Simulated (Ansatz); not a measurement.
GeH$_{8}$OSi$_{2}$, SMILES `O[SiH]([SiH3])[GeH3]`, relaxed with RKS PBE0-D4/def2-TZVP in Ansatz 0.2.0 from a PBE-D4/def2-SVP geometry. The force threshold is 0.005 eV/Å; the program also tests the step.

The species carries charge 0 and has multiplicity 1.

Start:

```xyz
12

O     0.091    1.296    1.717
Si   -0.502    0.174    0.594
Si   -0.738    1.320   -1.442
Ge    1.010   -1.678    0.344
H     0.259    0.936    2.605
H    -1.847   -0.386    1.009
H    -1.284    0.352   -2.459
H     0.598    1.819   -1.922
H    -1.686    2.484   -1.322
H     1.234   -2.402    1.702
H     2.396   -1.188   -0.157
H     0.470   -2.725   -0.669
```

```tsv
step	energy (eV)	largest force (eV/Å)	largest move (Å)
1	-74437.3608	0.871	0.000
2	-74437.3955	0.497	0.037
3	-74437.4002	0.201	0.054
4	-74437.4033	0.119	0.036
5	-74437.4042	0.015	0.022
6	-74437.4043	0.008	0.003
7	-74437.4044	0.003	0.016
8	-74437.4045	0.012	0.043
9	-74437.4046	0.022	0.014
10	-74437.4046	0.008	0.004
11	-74437.4046	0.002	0.004
12	-74437.4047	0.002	0.012
13	-74437.4047	0.003	0.006
```

End:

```xyz
12

O     0.057    1.264    1.709
Si   -0.487    0.171    0.587
Si   -0.719    1.325   -1.433
Ge    1.011   -1.674    0.339
H     0.203    0.944    2.601
H    -1.810   -0.397    0.992
H    -1.225    0.370   -2.457
H     0.597    1.851   -1.883
H    -1.679    2.454   -1.312
H     1.294   -2.335    1.702
H     2.358   -1.232   -0.258
H     0.400   -2.741   -0.587
```

Run time 53 s (4 threads of an Arm Neoverse V1 on a shared host); peak host memory 0.63 GiB.
